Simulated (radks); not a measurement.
Species: Sb VI. Configuration: [Kr] 4d10 (the NIST ground configuration). Method: Dirac Kohn-Sham, PBE, spin-unpolarised, spherical densities, point nucleus; computed with a radial shooting solver on a logarithmic mesh with Libxc functionals.

Spin-orbit splittings of the eigenvalues, e(l+1/2) - e(l-1/2), with zeta = 2 splitting/(2l+1) and mean radii in bohr:

| shell | occ. | splitting (eV) | zeta (eV) | <r> j=l-1/2 | <r> j=l+1/2 |
|---|---|---|---|---|---|
| 2p | 6 | 251.8 | 167.9 | 0.1033 | 0.1087 |
| 3p | 6 | 46.48 | 30.99 | 0.3208 | 0.3321 |
| 3d | 10 | 9.660 | 3.864 | 0.3033 | 0.3069 |
| 4p | 6 | 8.641 | 5.761 | 0.8295 | 0.8577 |
| 4d | 10 | 1.293 | 0.5172 | 0.9955 | 1.007 |
